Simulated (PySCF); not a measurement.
Te(Et)(OH) (C2H6OTe), SMILES CC[Te]O.

Geometry: r2SCAN-D4/def2-SVP. The def2 effective core potentials stand for the cores of Te; spin–orbit coupling is left out. The values are those of a single conformer.

Level of theory: TDDFT-PBE0/def2-SVPD in PySCF.

Vertical excitations. 

```json
[
 {"state": "S1", "energy (eV)": "2.87", "λ (nm)": "432", "f": "0.001", "main pairs": "HOMO→LUMO 100 %"},
 {"state": "S2", "energy (eV)": "4.60", "λ (nm)": "269", "f": "0.001", "main pairs": "HOMO→LUMO+1 97 %"},
 {"state": "S3", "energy (eV)": "4.80", "λ (nm)": "258", "f": "0.009", "main pairs": "HOMO−1→LUMO 94 %"},
 {"state": "S4", "energy (eV)": "5.35", "λ (nm)": "232", "f": "0.102", "main pairs": "HOMO→LUMO+2 98 %"},
 {"state": "S5", "energy (eV)": "5.87", "λ (nm)": "211", "f": "0.017", "main pairs": "HOMO→LUMO+3 97 %"},
 {"state": "S6", "energy (eV)": "6.16", "λ (nm)": "201", "f": "0.022", "main pairs": "HOMO→LUMO+4 93 %"},
 {"state": "S7", "energy (eV)": "6.26", "λ (nm)": "198", "f": "0.019", "main pairs": "HOMO−2→LUMO 88 %"},
 {"state": "S8", "energy (eV)": "6.36", "λ (nm)": "195", "f": "0.021", "main pairs": "HOMO→LUMO+5 92 %"},
 {"state": "S9", "energy (eV)": "6.85", "λ (nm)": "181", "f": "0.046", "main pairs": "HOMO−1→LUMO+1 58 %, HOMO→LUMO+6 31 %"},
 {"state": "S10", "energy (eV)": "7.06", "λ (nm)": "176", "f": "0.105", "main pairs": "HOMO→LUMO+6 54 %, HOMO−3→LUMO 18 %, HOMO−1→LUMO+1 16 %"},
 {"state": "T1", "energy (eV)": "2.14", "λ (nm)": "580", "f": "0", "main pairs": "HOMO→LUMO 98 %"},
 {"state": "T2", "energy (eV)": "3.93", "λ (nm)": "316", "f": "0", "main pairs": "HOMO→LUMO+1 93 %"},
 {"state": "T3", "energy (eV)": "4.16", "λ (nm)": "298", "f": "0", "main pairs": "HOMO−1→LUMO 94 %"},
 {"state": "T4", "energy (eV)": "5.13", "λ (nm)": "242", "f": "0", "main pairs": "HOMO→LUMO+2 96 %"}
]
```
Triplets are in the Tamm–Dancoff approximation, which puts them higher than full response would, so one can lie above its singlet here.
